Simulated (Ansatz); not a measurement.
Reaction (redistribution): `OC[SiH](F)CF` + `[AlH2][BH]Cl` → `FC[SiH](F)[AlH2]` + `OCBCl`

Program: Ansatz. Geometries: PBE0-D4/def2-TZVP. ΔE: electronic, gas phase. CCSD(T)/CBS adds triple-zeta CCSD(T) − MP2 to the extrapolated MP2 energy (def2 sets, frozen cores). Functionals use def2-TZVPP. One conformer a species, not always the lowest.

```csv
level,ΔE (kJ/mol)
LDA (SPW92),-54.7
CAM-B3LYP-D4,-38.0
```

(1) What does CCSD(T)/CBS give? (Estimate.)

Largest T1 diagnostic among the species: 0.013.

Results:

(1) Ansatz gave: -35.6 kJ/mol. The listed levels differ from it by -19.1, -2.4 kJ/mol.

Leaving LDA and LC-ωPBE aside and taking each functional with its dispersion term where it has one, the values, not all of them listed here, spread over 12.1 kJ/mol, from PBE-D4 to ωB97M-V. LDA lies −7.3 kJ/mol from PBE without D4. At CCSD(T), def2-SVP lies +5.5 kJ/mol from the extrapolated value and def2-TZVPP +0.8 kJ/mol.
